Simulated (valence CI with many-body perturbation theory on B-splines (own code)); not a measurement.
## E1 transitions of La50+

Computed by valence CI with perturbative core correlation (CI+MBPT): five valence electrons over a frozen Dirac-Fock core [He], a basis of 9 s, 9 p, 8 d, 6 f, 3 g, 1 h functions for each j, with the one-electron correlation potential Σ1 (screened to all orders), the two-electron term Σ2, the three-electron term Σ3, Breit, model QED; selected single and double excitations, second order for the rest (own B-spline code, finite nucleus).

The last digits are not significant, and no measured levels were compared; by estimate large intervals hold to a few tenths of a per cent, small ones and those within an open d or f shell to about a per cent. Among the levels kept, up to 1200 cm⁻¹ of a level comes from second order outside the variational space, and about a tenth of that is noise between levels of different J, which matters for small intervals.

Lines 51 to 100 of 260 in falling wavelength, among levels below 447.73 Ry, chosen from the strongest by gf and those to the six lowest levels. Wavelengths and rates use the calculated energies. Electric multipoles are in the length gauge, E1 and E2 with the static RPA response of the core. Weak lines are less certain than strong ones. Lines between different terms over intervals too small for the method are left out, as are lines whose strength nearly cancels. The highest levels of a list are the least certain.

Levels are named by their leading jj configuration (3d3/2^4 stands for four electrons in 3d with j = 3/2), which in mixed levels can hold well under half, so a name can repeat and another be missing. Letters in brackets count levels of one name in rising energy.

```
λ vac (Å)                               Upper                               Lower   A (s⁻¹)  S (a.u.)
    61.58      (2s 2p1/2^2 2p3/2 3d3/2) J=3/2  (2s 2p1/2^2 2p3/2 3p1/2) J=3/2 [a]  4.62e+10  2.13e-02
    61.13      (2s 2p1/2^2 2p3/2 3d3/2) J=7/2      (2s 2p1/2^2 2p3/2 3p1/2) J=5/2  6.21e+10  5.61e-02
    61.11      (2s 2p1/2^2 2p3/2 3d3/2) J=5/2  (2s^2 2p1/2 2p3/2 3d3/2) J=5/2 [a]  3.92e+10  2.65e-02
    60.98      (2s^2 2p1/2 2p3/2 3d3/2) J=7/2      (2s^2 2p1/2 2p3/2 3p1/2) J=5/2  1.00e+11  8.97e-02
    60.96      (2s 2p1/2^2 2p3/2 3d3/2) J=1/2  (2s 2p1/2^2 2p3/2 3p1/2) J=3/2 [a]  1.11e+11  2.48e-02
    60.90          (2s^2 2p1/2^2 3d3/2) J=3/2          (2s^2 2p1/2^2 3p1/2) J=1/2  1.05e+11  4.70e-02
    60.65  (2s^2 2p1/2 2p3/2 3d3/2) J=3/2 [a]      (2s^2 2p1/2 2p3/2 3p1/2) J=1/2  3.31e+10  1.46e-02
    60.56  (2s 2p1/2^2 2p3/2 3p3/2) J=3/2 [b]     (2s 2p1/2^2 2p3/2 3s) J=3/2 [b]  7.74e+10  3.40e-02
    60.37      (2s 2p1/2^2 2p3/2 3p1/2) J=5/2  (2s^2 2p1/2 2p3/2 3p1/2) J=3/2 [a]  4.19e+10  2.73e-02
    60.11  (2s 2p1/2^2 2p3/2 3p3/2) J=3/2 [b]         (2s 2p1/2^2 2p3/2 3s) J=1/2  8.89e+10  3.81e-02
    59.93          (2s^2 2p1/2^2 3p3/2) J=3/2             (2s^2 2p1/2^2 3s) J=1/2  1.66e+11  7.07e-02
    59.72      (2s 2p1/2^2 2p3/2 3d3/2) J=3/2  (2s^2 2p1/2 2p3/2 3d3/2) J=3/2 [a]  4.02e+10  1.69e-02
    59.59      (2s 2p1/2^2 2p3/2 3d3/2) J=7/2  (2s^2 2p1/2 2p3/2 3d3/2) J=5/2 [a]  1.22e+10  1.02e-02
    59.52  (2s^2 2p1/2 2p3/2 3p3/2) J=3/2 [a]     (2s^2 2p1/2 2p3/2 3s) J=3/2 [a]  3.13e+10  1.30e-02
    59.18  (2s^2 2p1/2 2p3/2 3d3/2) J=1/2 [a]      (2s^2 2p1/2 2p3/2 3p1/2) J=1/2  9.71e+10  1.99e-02
    59.12  (2s 2p1/2^2 2p3/2 3p3/2) J=1/2 [b]         (2s 2p1/2^2 2p3/2 3s) J=1/2  1.54e+11  3.13e-02
    58.84  (2s 2p1/2^2 2p3/2 3p1/2) J=3/2 [a]      (2s^2 2p1/2 2p3/2 3p1/2) J=1/2  3.64e+10  1.46e-02
    58.68  (2s 2p1/2^2 2p3/2 3p3/2) J=5/2 [a]         (2s 2p1/2^2 2p3/2 3s) J=5/2  2.80e+10  1.68e-02
    58.29  (2s^2 2p1/2 2p3/2 3p3/2) J=3/2 [b]     (2s^2 2p1/2 2p3/2 3s) J=3/2 [a]  2.54e+10  9.94e-03
    57.94         (2s 2p1/2^2 2p3/2 3s) J=5/2     (2s^2 2p1/2 2p3/2 3s) J=3/2 [a]  1.26e+11  7.27e-02
    57.84          (2s 2p1/2^2 2p3/2^2) J=5/2          (2s^2 2p1/2 2p3/2^2) J=5/2  9.84e+09  5.64e-03
    57.77  (2s^2 2p1/2 2p3/2 3p3/2) J=5/2 [b]     (2s^2 2p1/2 2p3/2 3s) J=3/2 [b]  9.14e+10  5.22e-02
    57.71     (2s 2p1/2^2 2p3/2 3s) J=3/2 [a]     (2s^2 2p1/2 2p3/2 3s) J=3/2 [b]  6.13e+10  2.32e-02
    57.30  (2s 2p1/2^2 2p3/2 3p3/2) J=1/2 [a]  (2s^2 2p1/2 2p3/2 3p3/2) J=3/2 [b]  8.38e+10  1.56e-02
    57.18  (2s^2 2p1/2 2p3/2 3d3/2) J=5/2 [b]      (2s^2 2p1/2 2p3/2 3p1/2) J=5/2  4.61e+10  2.55e-02
    57.05      (2s 2p1/2^2 2p3/2 3p3/2) J=7/2  (2s^2 2p1/2 2p3/2 3p3/2) J=5/2 [a]  2.96e+10  2.17e-02
    56.52  (2s^2 2p1/2 2p3/2 3p3/2) J=5/2 [b]         (2s^2 2p1/2 2p3/2 3s) J=5/2  1.06e+11  5.69e-02
    55.42  (2s^2 2p1/2 2p3/2 3p3/2) J=1/2 [b]     (2s^2 2p1/2 2p3/2 3s) J=3/2 [b]  1.13e+11  1.89e-02
    54.02     (2s 2p1/2^2 2p3/2 3s) J=3/2 [a]         (2s^2 2p1/2 2p3/2 3s) J=1/2  5.09e+10  1.58e-02
    52.75                (2s^2 2p3/2^3) J=3/2          (2s 2p1/2^2 2p3/2^2) J=5/2  2.44e+08  7.08e-05
    52.73          (2s 2p1/2^2 2p3/2^2) J=5/2          (2s^2 2p1/2 2p3/2^2) J=3/2  1.88e+10  8.16e-03
    52.21  (2s 2p1/2^2 2p3/2 3p3/2) J=5/2 [a]  (2s^2 2p1/2 2p3/2 3p3/2) J=5/2 [a]  6.49e+10  2.74e-02
    52.01  (2s^2 2p1/2 2p3/2 3p3/2) J=1/2 [b]         (2s^2 2p1/2 2p3/2 3s) J=1/2  7.48e+10  1.04e-02
    48.75          (2s 2p1/2^2 2p3/2^2) J=1/2          (2s^2 2p1/2 2p3/2^2) J=1/2  3.84e+10  4.39e-03
    48.46          (2s 2p1/2^2 2p3/2^2) J=3/2          (2s^2 2p1/2 2p3/2^2) J=1/2  9.50e+07  2.13e-05
    48.00         (2s 2p1/2^2 2p3/2 3s) J=1/2     (2s^2 2p1/2 2p3/2 3s) J=3/2 [b]  1.27e+11  1.38e-02
    47.72             (2p1/2^2 2p3/2^3) J=3/2        (2s 2p1/2 2p3/2^3) J=3/2 [b]  3.66e+10  7.85e-03
    47.72  (2s 2p1/2^2 2p3/2 3p1/2) J=3/2 [b]      (2s^2 2p1/2 2p3/2 3p1/2) J=5/2  4.09e+10  8.77e-03
    47.66  (2s 2p1/2^2 2p3/2 3p3/2) J=5/2 [b]      (2s^2 2p1/2 2p3/2 3p3/2) J=7/2  2.42e+10  7.77e-03
    42.76          (2s 2p1/2^2 2p3/2^2) J=3/2          (2s^2 2p1/2 2p3/2^2) J=5/2  4.13e+10  6.38e-03
    40.10          (2s 2p1/2^2 2p3/2^2) J=1/2          (2s^2 2p1/2 2p3/2^2) J=3/2  4.19e+08  2.67e-05
    39.90          (2s 2p1/2^2 2p3/2^2) J=3/2          (2s^2 2p1/2 2p3/2^2) J=3/2  1.52e+10  1.90e-03
    39.85             (2p1/2^2 2p3/2^3) J=3/2            (2s 2p1/2 2p3/2^3) J=5/2  1.07e+11  1.34e-02
    20.15        (2s 2p1/2 2p3/2^3) J=3/2 [a]          (2s^2 2p1/2 2p3/2^2) J=1/2  8.52e+09  1.38e-04
    19.10          (2s 2p1/2^2 2p3/2^2) J=5/2          (2s^2 2p1/2^2 2p3/2) J=3/2  2.85e+11  5.87e-03
    19.09        (2s 2p1/2 2p3/2^3) J=3/2 [a]          (2s^2 2p1/2 2p3/2^2) J=5/2  3.66e+10  5.03e-04
    18.50        (2s 2p1/2 2p3/2^3) J=3/2 [a]          (2s^2 2p1/2 2p3/2^2) J=3/2  9.86e+11  1.23e-02
    18.37      (2s 2p1/2^2 2p3/2 3d5/2) J=3/2          (2s^2 2p1/2^2 3d3/2) J=3/2  4.00e+11  4.89e-03
    18.14            (2s 2p1/2 2p3/2^3) J=5/2          (2s^2 2p1/2 2p3/2^2) J=5/2  9.83e+11  1.74e-02
    17.97  (2s 2p1/2^2 2p3/2 3p3/2) J=5/2 [b]          (2s^2 2p1/2^2 3p3/2) J=3/2  1.16e+12  2.00e-02
```
